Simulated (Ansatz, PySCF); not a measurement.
C3H6OS, SMILES C[C@@H]1OCS1. Atoms are numbered in the order given.

```xyz
11

C     -1.9258     0.3937     0.1433
C     -0.6805    -0.3555    -0.2342
O     -0.0151    -0.9164     0.8823
C      1.2634    -0.3632     0.6946
S      0.7735     0.6726    -0.7393
H     -2.3830     0.8540    -0.7457
H     -1.6920     1.1800     0.8745
H     -2.6550    -0.3039     0.5857
H     -0.8957    -1.1270    -0.9971
H      1.6066     0.2153     1.5694
H      2.0223    -1.1229     0.4344
```

Coordinates come from a PBE0-D3(BJ)/def2-SVP optimisation. The structure was generated by enumeration; whether it is a known compound was not checked.

Two levels are set side by side: PBE-D3(BJ)/def2-SVP (Ansatz, a program for electronic structure) and PBE0-D3(BJ)/def2-SVP (Ansatz). Each level has its own optimised geometry; the coordinates shown are those of the second. Frequencies come from the Hessian of PySCF at each geometry. Differences are taken from unrounded values.

| quantity | PBE0-D3(BJ) | PBE-D3(BJ) | PBE-D3(BJ) minus PBE0-D3(BJ) |
|---|---|---|---|
| mean bond length (Å) | 1.330 | 1.342 | 0.012 |
| bond C1–C2 (Å) | 1.502 | 1.509 | 0.008 |
| bond C2–O3 (Å) | 1.416 | 1.432 | 0.016 |
| bond C2–S5 (Å) | 1.851 | 1.871 | 0.020 |
| bond O3–C4 (Å) | 1.406 | 1.420 | 0.014 |
| bond C4–S5 (Å) | 1.836 | 1.854 | 0.018 |
| bond C1–H6 (Å) | 1.100 | 1.109 | 0.008 |
| bond C1–H7 (Å) | 1.099 | 1.107 | 0.008 |
| bond C1–H8 (Å) | 1.102 | 1.110 | 0.009 |
| bond C2–H9 (Å) | 1.106 | 1.116 | 0.010 |
| bond C4–H10 (Å) | 1.103 | 1.113 | 0.010 |
| bond C4–H11 (Å) | 1.105 | 1.115 | 0.010 |
| highest harmonic wavenumber (cm⁻¹) | 3178 | 3088 | -91 |
| mean harmonic wavenumber (cm⁻¹) | 1439 | 1384 | -55 |
| zero-point energy (kcal/mol) | 55.54 | 53.40 | -2.14 |

Exact exchange shortens and stiffens bonds; PBE has none. Differences between two approximate levels are no errors against the true value.
